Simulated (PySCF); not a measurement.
C3H7InO2, SMILES C=C[CH2][In]([OH])[OH]. Geometry optimised at B3LYP-D3(BJ)/def2-SVP. The def2 effective core potentials stand for the cores of In; spin–orbit coupling is left out. Other conformers were not sampled.

Computed equilibrium geometry at B3LYP-D3(BJ)/def2-SVP (PySCF confirms it by a frequency run) as Cartesian coordinates in Å (one conformer of several):
```xyz
13

In     0.2938     0.2493     0.4068
C     -0.1373    -1.6095    -0.6719
C     -1.4283    -1.5292    -1.4059
C     -1.5719    -1.3205    -2.7219
H     -0.1277    -2.3911     0.1015
H      0.7243    -1.7599    -1.3400
H     -2.3338    -1.6367    -0.7942
H     -0.7054    -1.2057    -3.3821
H     -2.5603    -1.2630    -3.1842
O      1.4779     0.3314     2.0286
H      1.5601     1.2432     2.3439
O     -0.3742     2.1000    -0.0375
H     -0.9571     2.1033    -0.8097
```
Charge 0, spin multiplicity 1.
